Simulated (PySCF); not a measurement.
# What a mistake does to a calculation on BFH3NSi

Calculated results; nothing here was measured. The program is PySCF 2.14.0, an open-source quantum chemistry code, run on an isolated molecule that a program drew, which may never have been made. The molecule is BFH3NSi (charge 0, singlet), drawn as the SMILES string `BN=[SiH]F`.

Each row is a Hartree-Fock (HF) and frozen-core CCSD(T) single point in the cc-pV(D+d)Z basis, meant for a local HF minimum. Run 1 is clean. Each other run has one planted mistake out of seven kinds, and not every kind appears here: one electron removed, one electron added, multiplicity raised by two, geometry at a saddle point, minimal basis STO-3G, one bond length entered in bohr, all coordinates scaled. The reference is restricted for singlets and unrestricted otherwise, and also for a bond in bohr. Adding or removing an electron swaps singlet and doublet. Electrons count all cores. HOMO and LUMO are orbital energies over both spins, the gradient is its largest component, and the lowest frequency (negative if imaginary) is given only where the gradient is small. Bond lengths are over the 6 bonds as drawn. T1 is the CCSD diagnostic: over 0.02 (restricted) or 0.045 (unrestricted) a single reference is doubtful.

Geometry of the clean run:
```xyz
7
BFH3NSi, angstrom
B     0.7423    1.4607   -0.1661
N     0.8108    0.1079   -0.4964
Si    0.7981   -1.3704   -0.9132
F    -0.2954   -2.0607   -1.8410
H     0.1525    1.8166    0.8232
H     1.2827    2.2849   -0.8604
H     1.7511   -2.4096   -0.5584
```

```
run,electrons,basis functions,<S^2>,HOMO (eV),LUMO (eV),gradient (hartree/bohr),lowest frequency (cm^-1),mean bond (Å),longest bond (Å),T1,HF (hartree),CCSD(T) (hartree),mistake
1,38,80,0.000,-10.12,2.20,3.9e-05,109,1.3978,1.592,0.0168,-469.31339,-469.88209,no fault
2,39,80,0.772,0.70,8.29,1.1e-01,-,1.3978,1.592,0.0172,-469.25895,-469.83662,one electron added
3,38,80,2.042,-6.06,-0.31,1.8e-01,-,1.3978,1.592,0.0262,-469.19040,-469.72386,multiplicity raised by two
4,38,80,0.655,-8.07,1.75,3.4e-02,-,1.5766,2.278,0.0571,-469.19747,-469.76663,one bond length entered in bohr
5,38,80,0.000,-10.07,1.42,3.3e-05,-270,1.4040,1.593,0.0154,-469.30235,-469.86792,geometry at a saddle point
6,38,27,0.000,-7.10,7.04,3.4e-02,-,1.3978,1.592,0.0213,-463.47378,-463.68487,?
```

**Which mistake was planted in run 6, and what did it cost?**

It has 27 basis functions where the clean run has 80, with the same electrons and geometry. So the mistake is: minimal basis STO-3G. Subtracting run 1 and multiplying by 627.51 kcal/mol a hartree, the energy moved by 3664.4 kcal/mol in HF and 3888.8 kcal/mol in CCSD(T).

Cautions from the logs. Run 2: the HOMO is above zero, so the electron isn't bound and the energy depends on the basis; run 4: T1 is over the limit, so its CCSD(T) energy is less reliable; run 6: T1 is over the limit, so its CCSD(T) energy is less reliable.
